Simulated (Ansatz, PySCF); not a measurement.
System: BOCl, net charge 0, singlet state. SMILES: O=BCl
Coordinates optimised at B3LYP-D3(BJ)/def2-TZVP (Ansatz, a first-principles code):
```xyz
3

B      0.0000     0.0000    -0.6343
O      0.0000     0.0000    -1.8390
Cl     0.0000     0.0000     1.0520
```
Charge 0, spin multiplicity 1.

Wanted: vertical triplet-singlet gap, E(triplet) - E(singlet), in eV. Conventions: open shells spin-unrestricted; non-relativistic; 6-311+G** with 5d, 6d on Na to Ar in Ansatz; dispersion terms only where a functional's name holds one; no spin-orbit coupling; 6-31G* and kin with 6d, 5d where marked; each state is the SCF solution reached for its charge and spin. Ab initio and DFT rows: single points at B3LYP-D3(BJ) geometries (Ansatz). Levels can end on unlike triplets.

```csv
level,program,"vertical triplet-singlet gap, E(triplet) - E(singlet) (eV)"
HF/6-31G*,Ansatz,6.40
B3LYP/STO-3G,Ansatz,7.80
B3LYP/3-21G,Ansatz,7.59
B3LYP/6-31G*,Ansatz,7.39
B3LYP/6-311+G**,Ansatz,7.31
M06-2X/6-31G* (5d),PySCF,8.34
B3LYP/def2-TZVPD,Ansatz,7.20
wB97X-V/def2-TZVPD,Ansatz,7.49
```

No value to compare with is used here. The 6 habitual levels span 6.40 (HF/6-31G*) to 8.34 eV (M06-2X/6-31G* (5d)); B3LYP/def2-TZVPD gives 7.20.

The levels are drawn from those run, B3LYP/6-31G* more often than the rest, none by its result; left out are runs that failed, that the program found above a lower state of the same kind, or whose <S^2> lies over 0.5 above the pure value.
